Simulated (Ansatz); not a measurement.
Species: sum formula CuOH, charge 1, multiplicity 2. The spin state was set by rule; other spins were not relaxed. 
Geometry from a B3LYP-D3(BJ)/def2-TZVP (Ansatz, a program for electronic structure) optimisation:
```xyz
3

Cu    -0.3107    -0.1755    -0.2645
O      0.9870     0.4601     0.8292
H      1.1130     1.4091     1.0374
```
Charge +1, spin multiplicity 2.

Total electronic energies in hartree. Cores are frozen in the correlated levels unless marked. UHF or UKS for open shells. Spin-orbit coupling is left out. The frozen core is the preceding noble-gas configuration, with the filled d and f shells of earlier blocks. Non-relativistic. CBS(X,Y): correlation extrapolated as X^-3; Hartree-Fock from the larger set. The bracket is a focal-point correction in the basis named.

| level | program | energy (Eh) |
|---|---|---|
| PBE-D3(BJ)/def2-TZVPD | Ansatz + dftd3 | -1715.71170 |
| r2SCANh-D4/def2-TZVPD | Ansatz + dftd4 | -1715.95457 |
| r2SCAN0-D4/def2-TZVPD | Ansatz + dftd4 | -1715.91662 |
| r2SCAN0/def2-TZVPD | Ansatz | -1715.91643 |
| HSE06-D3(BJ)/def2-TZVPD | Ansatz + dftd3 | -1715.70014 |
| HSE06-D4/def2-TZVPD | Ansatz + dftd4 | -1715.70013 |
| B2GP-PLYP-D4/def2-TZVPD | Ansatz + dftd4 | -1715.54153 |
| B2GP-PLYP/def2-TZVPD | Ansatz | -1715.54123 |
| B2PLYP-D4/def2-TZVPD | Ansatz + dftd4 | -1715.67919 |
| PBE-QIDH/def2-TZVPD | Ansatz | -1715.40802 |
| RPA@PBE/def2-TZVPP | Ansatz | … |
| MP2/6-31G* | Ansatz | -1714.20187 |
| MP2/def2-SVP | Ansatz | -1714.24339 |
| MP2/def2-SVPD | Ansatz | -1714.26189 |
| RI-MP2/def2-TZVPP | Ansatz | -1714.80171 |
| SCS-MP2/def2-SVP | Ansatz | -1714.20343 |
| CCSD/def2-TZVPPD | Ansatz | -1714.75824 |
| CCSD/def2-QZVPP | Ansatz | -1714.83984 |
| CCSD(T)/def2-TZVPP | Ansatz | -1714.77838 |
| CCSD(T)/def2-QZVPP | Ansatz | -1714.86701 |
| RI-MP2/CBS(def2-TZVPPD,def2-QZVPPD)+[CCSD(T)-MP2]/def2-SVPD | Ansatz | -1714.9232 |
| RI-MP2/CBS(def2-TZVPP,def2-QZVPP)+[CCSD(T)-MP2]/def2-TZVPP | Ansatz | -1714.8996 |
| CCSD(T)/CBS(def2-TZVPP,def2-QZVPP) | Ansatz | -1714.8992 |

### Question
Complete the blanks.

### Answer

- RPA@PBE/def2-TZVPP, energy (Eh): -1715.00775
